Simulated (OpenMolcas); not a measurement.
## Levels of C I by method

```yaml
Program: OpenMolcas
Basis: ANO-L-VTZP [4s3p2d1f]
Scalar_Hamiltonian: non-relativistic, point nucleus
Active_space: 2 electrons in 3 orbitals (2p)
State_averaging: 2S+1 = 3 even, 3 roots; 2S+1 = 1 even, 6 roots
Spin-orbit_coupling: state interaction with AMFI integrals over the reference wave functions, term energies averaged over their components
```

Methods on the same reference wave functions:
A. CASSCF
B. SS-CASPT2, IPEA 0.25 Eh, imaginary shift 0.1 Eh (closed shells correlated: 1s 2s)

Energies in cm-1 above 2s2 2p2 3P0, the measured ground level; measured values from NIST Handbook of Basic Atomic Spectroscopic Data.

```tsv
Level	A	B	Measured
2s2 2p2 3P0	0.0	0.0	0.0
2s2 2p2 3P1	15.6	15.6	16.4
2s2 2p2 3P2	46.5	46.5	43.4
2s2 2p2 1D2	12664	10480	10193
2s2 2p2 1S0	31044	23630	21648
```

Deviations, from unrounded energies. A percentage is the sum of absolute deviations over the sum of measured energies, with the sign that they share, or ± where signs differ.

```json
{"Against measurement": "mean absolute deviation (cm-1)", "Levels": "4", "A": "3000", "B": "570"}
{"Against measurement": "fine structure of the ground term (%)", "Levels": "2", "A": "±6.6", "B": "±6.6"}
{"Against measurement": "other terms of the ground configuration (%)", "Levels": "2", "A": "+37.3", "B": "+7.1"}
```

B lies closest to measurement on these levels. The largest miss of B in the table is 2s2 2p2 1S0, by +2000 cm-1. The ranking rests on the paired levels alone, and a cruder setting can come out closer through cancelling errors.

From A to B the spin-free energies of the other terms of 2s2 2p2 shown, above 3P, scale by factors of 0.76 to 0.83.

The lowest spin-free term lies below A's lowest term by 0.073 hartree in B.

CASPT2 breaks the degeneracy within a term, and the mean is taken; among the terms shown or strongly mixed into the levels shown the widest spread is 150 cm-1 (2s2 2p2 1D, B). With the s shell closed, the reference lacks s² → p² mixing. Without dynamic correlation excited terms often stand tens of per cent too high (terms of higher spin than the ground term too low), and those without a measured partner can miss by more than the paired ones (holds for A). Computed and measured levels are paired by configuration, term and J; levels that our copy of the source lacks, or whose pairing is in doubt (as where it misses far off the trend of its configuration), stay unpaired and out of the deviations. Levels of configurations outside the active space are missing.
